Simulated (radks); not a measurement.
The numbers below are computed, except where a source is named.
Ionisation of the zinc ion Zn+, [Ar] 3d10 4s1, to Zn2+, [Ar] 3d10, under several functionals. Scalar-relativistic Kohn-Sham, spin-unpolarised, spherical densities, finite nucleus; a radial shooting solver on a logarithmic mesh with Libxc functionals.

\begin{tabular}{lrrrrrr}
functional & E(Zn+) (hartree) & Exc (hartree) & IE (eV) & -e(HOMO) (eV) & <r> HOMO (bohr) & IE error (eV) \\ \hline
SOGGA & -1794.01239 & -69.64096 & 18.216 & 13.836 & 2.397 & +0.252 \\
exchange-only B88 & -1794.61526 & -70.24045 & 17.796 & 13.347 & 2.422 & -0.169 \\
LDA (Slater exchange, VWN5 correlation) & -1792.94957 & -68.55541 & 18.764 & 14.342 & 2.378 & +0.799 \\
MS2 meta-GGA & -1795.69945 & -71.33995 & 18.221 & 13.896 & 2.400 & +0.256 \\
RPBE & -1795.86406 & -71.52767 & 18.282 & 13.823 & 2.419 & +0.318 \\
revPBE & -1795.80389 & -71.46570 & 18.264 & 13.848 & 2.409 & +0.300 \\
PBE & -1795.64657 & -71.30215 & 18.442 & 13.998 & 2.401 & +0.478 \\
\end{tabular}

NIST Atomic Spectra Database: 17.964 eV (measured). Closest: exchange-only B88. The Delta-SCF values span 0.97 eV, the total energies 2.91 hartree. The highest occupied level is 4s. Spin polarisation and multiplet splitting are left out, so open shells lie too high by an amount that depends on their filling.

Beside tabulated values, note that spin-unpolarised runs miss the spin-polarisation part of the exchange energy of open shells.
